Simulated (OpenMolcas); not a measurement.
**V4+: moving or changing the point charges**

V4+ among 6 point charges of -2.2 e arranged as a tetragonal octahedron (D4h), 1.9 Å from the ion, with the axial distance 2.185 Å.
```
   1.9000    0.0000    0.0000  -2.20
   0.0000    1.9000    0.0000  -2.20
  -1.9000    0.0000    0.0000  -2.20
   0.0000   -1.9000    0.0000  -2.20
   0.0000    0.0000    2.1850  -2.20
   0.0000    0.0000   -2.1850  -2.20
```

| Quantity | Value |
| --- | --- |
| Program | OpenMolcas 26.06 |
| Method | CASSCF |
| Basis | ANO-RCC-VDZP [5s4p2d1f] |
| Scalar Hamiltonian | DKH2, point nucleus |
| Active space | 1 electron in 5 orbitals (3d) |
| State averaging | 2S+1 = 2 even, 5 roots |
| Spin-orbit coupling | RASSI with atomic mean-field integrals over the reference wave functions |

Runs around this geometry, states (labels of D4, the rotations of D4h). Energies in cm-1 above the lowest state or level, χT in cm3 K/mol.

```json
{"R (Å)": "1.9", "q (e)": "-1.76", "Axial / equatorial distance": "1.15", "Ground state": "2E", "First state of that spin": "2A1 2167", "First gap with spin-orbit (degeneracies)": "255.8 (2, 2)", "χT at 300 K": "0.349"}
{"R (Å)": "1.9", "q (e)": "-2.2", "Axial / equatorial distance": "1.15", "Ground state": "2E", "First state of that spin": "2A1 2632", "First gap with spin-orbit (degeneracies)": "253.1 (2, 2)", "χT at 300 K": "0.347"}
{"R (Å)": "2.08", "q (e)": "-2.2", "Axial / equatorial distance": "1.15", "Ground state": "2E", "First state of that spin": "2A1 1585", "First gap with spin-orbit (degeneracies)": "267.3 (2, 2)", "χT at 300 K": "0.350"}
{"R (Å)": "1.9", "q (e)": "-2.2", "Axial / equatorial distance": "1.24", "Ground state": "2E", "First state of that spin": "2A1 1521", "First gap with spin-orbit (degeneracies)": "275.3 (2, 2)", "χT at 300 K": "0.345"}
```

Taking the first state of the same spin as R^-n, n = -ln(1585 / 2632) / ln(2.08 / 1.9) = 5.6 between the shortest and longest distance.

Scaling the charges by -1.76 / -2.2 = 0.80 scales the first state of the same spin by 2167 / 2632 = 0.82; with fixed orbitals a first-order splitting would follow the charge.

An orbital doublet at a regular site is open to a Jahn-Teller distortion, which this geometry leaves out. Point charges carry no covalency, so the field is a model and not that of real ligands. No measured value stands beside these numbers.
